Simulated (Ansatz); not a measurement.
Species: SiHClF, charge 0, doublet. SiHClF (SMILES F[SiH]Cl, doublet).
B3LYP-D3(BJ)/def2-TZVP minimum from Ansatz (a program for electronic structure):
```
Si
F 1 1.6025
H 1 1.4888 2 107.08
Cl 1 2.0590 3 108.25 2 116.77
```
Charge 0, spin multiplicity 2.

Total energies in cc-pV(D+d)Z, 19 correlated electrons, 11 frozen orbitals. UHF or UKS for unpaired electrons; spin-orbit terms are left out. Correlated methods leave the cores frozen. No relativity.

```json
[
 {"method": "HF", "program": "Ansatz", "energy (Eh)": "-848.53218", "minus CCSDT(Q) (mEh)": "437.01"},
 {"method": "MP2", "program": "Ansatz", "energy (Eh)": "-848.93341", "minus CCSDT(Q) (mEh)": "35.78"},
 {"method": "CCSD", "program": "Ansatz", "energy (Eh)": "-848.95875", "minus CCSDT(Q) (mEh)": "10.44"},
 {"method": "CCSD(T)", "program": "Ansatz", "energy (Eh)": "-848.96744", "minus CCSDT(Q) (mEh)": "1.75"},
 {"method": "CCSDT(Q)", "program": "Ansatz", "energy (Eh)": "-848.96919", "minus CCSDT(Q) (mEh)": "0.00"}
]
```

Rough core times of Ansatz's runs on a shared machine: CCSD(T) under 20 s, CCSDT(Q) 10 min.
